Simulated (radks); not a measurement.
Spherical quantum dot in the effective-mass picture: electrons in a parabolic well V = omega^2 r^2 / 2 with omega = 0.127, with a point charge +1 (a donor) at the centre, all in effective atomic units (hartree* = m*/eps^2 hartree, bohr* = eps/m* bohr), one dielectric constant everywhere. Calculated with a radial shooting solver with Libxc functionals: non-relativistic Kohn-Sham, PBE, spin-polarised, spherical densities. Levels are named by radial order and angular momentum (1s, 1p, 1d, 2s, ...), and open shells are averaged over m. Each electron was tried in the lowest free levels, single moves between levels near the top were tried too, and the lowest total energy was kept; such a search can miss a lower state. At N = 1 the Hartree and exchange-correlation terms need not cancel, so that row can carry a self-interaction error.

| N | open shells | 2S | mu = E(N) - E(N-1) (hartree*) | addition energy mu(N+1) - mu(N) (hartree*) | e(HOMO) (hartree*) | rms radius (bohr*) |
|---|---|---|---|---|---|---|
| 1 | 1s(up 1, down 0) | 1 | -0.47608 | 0.5327 | -0.24251 | 1.662 |
| 2 | none | 0 | 0.056632 | 0.4535 | 0.19856 | 2.265 |
| 3 | 1p(up 1, down 0) | 1 | 0.51009 | 0.1476 | 0.58197 | 3.423 |
| 4 | 1p(up 2, down 0) | 2 | 0.65770 | 0.1497 | 0.73331 | 4.059 |
| 5 | 1p(up 3, down 0) | 3 | 0.80735 | 0.1605 | 0.88033 | 4.526 |
| 6 | 1p(up 3, down 0) 2s(up 1, down 0) | 4 | 0.96788 | 0.1603 | 1.0344 | 4.969 |
| 7 | 1p(up 3, down 1) 2s(up 1, down 0) | 3 | 1.1282 | 0.1182 | 1.1868 | 5.308 |
| 8 | 1p(up 3, down 2) 2s(up 1, down 0) | 2 | 1.2465 | 0.1193 | 1.3063 | 5.603 |
| 9 | 2s(up 1, down 0) | 1 | 1.3658 | 0.1321 | 1.4250 | 5.868 |
| 10 | none | 0 | 1.4979 | 0.1516 | 1.5573 | 6.135 |
| 11 | 1d(up 1, down 0) | 1 | 1.6495 | 0.1068 | 1.7032 | 6.386 |
| 12 | 1d(up 2, down 0) | 2 | 1.7563 | 0.1051 | 1.8092 | 6.615 |
| 13 | 1d(up 3, down 0) | 3 | 1.8615 | 0.1034 | 1.9134 | 6.826 |
| 14 | 1d(up 4, down 0) | 4 | 1.9648 | 0.1016 | 2.0159 | 7.023 |
| 15 | 1d(up 5, down 0) | 5 | 2.0664 | 0.1213 | 2.1166 | 7.207 |
| 16 | 1d(up 5, down 1) | 4 | 2.1877 | 0.09510 | 2.2354 | 7.386 |
| 17 | 1d(up 5, down 2) | 3 | 2.2828 | 0.09424 | 2.3301 | 7.556 |
| 18 | 1d(up 5, down 3) | 2 | 2.3771 | 0.09320 | 2.4238 | 7.716 |
| 19 | 1d(up 5, down 4) | 1 | 2.4703 | 0.09208 | 2.5165 | 7.870 |
| 20 | none | 0 | 2.5623 | 0.1355 | 2.6080 | 8.017 |
| 21 | 1f(up 1, down 0) | 1 | 2.6978 | 0.08722 | 2.7415 | 8.169 |
| 22 | 1f(up 2, down 0) | 2 | 2.7850 | 0.08640 | 2.8284 | 8.314 |
| 23 | 1f(up 3, down 0) | 3 | 2.8714 | 0.08554 | 2.9143 | 8.453 |
| 24 | 1f(up 4, down 0) | 4 | 2.9569 | 0.08467 | 2.9994 | 8.587 |
| 25 | 1f(up 5, down 0) | 5 | 3.0416 | 0.08381 | 3.0837 | 8.716 |
| 26 | 1f(up 6, down 0) | 6 | 3.1254 | 0.08297 | 3.1671 | 8.841 |
| 27 | 1f(up 7, down 0) | 7 | 3.2084 | 0.1013 | 3.2496 | 8.962 |
| 28 | 1f(up 7, down 1) | 6 | 3.3097 | 0.07970 | 3.3496 | 9.081 |
| 29 | 1f(up 7, down 2) | 5 | 3.3894 | 0.07918 | 3.4291 | 9.196 |
| 30 | 1f(up 7, down 3) | 4 | 3.4686 | 0.07863 | 3.5080 | 9.308 |
| 31 | 1f(up 7, down 4) | 3 | 3.5472 | 0.07804 | 3.5863 | 9.417 |
| 32 | 1f(up 7, down 5) | 2 | 3.6252 | 0.07745 | 3.6640 | 9.523 |
| 33 | 1f(up 7, down 6) | 1 | 3.7027 | 0.07684 | 3.7412 | 9.627 |
| 34 | none | 0 | 3.7795 | 0.09241 | 3.8177 | 9.728 |
| 35 | 2p(up 1, down 0) | 1 | 3.8719 | 0.07462 | 3.9090 | 9.828 |
| 36 | 2p(up 2, down 0) | 2 | 3.9465 | 0.07547 | 3.9842 | 9.926 |
| 37 | 2p(up 3, down 0) | 3 | 4.0220 | 0.08140 | 4.0598 | 10.02 |
| 38 | 2p(up 3, down 0) 3s(up 1, down 0) | 4 | 4.1034 | - | 4.1408 | 10.12 |

All shells are closed at N = 2, 10, 20, 34 (there: 1s2 1p6 1d10 2s2 1f14); the second difference of the energy has clear peaks (12 % above both neighbours; the first and last values, which can be the largest, are not judged, and half-filled shells can peak too) at N = 10, 15, 20, 27, 34.
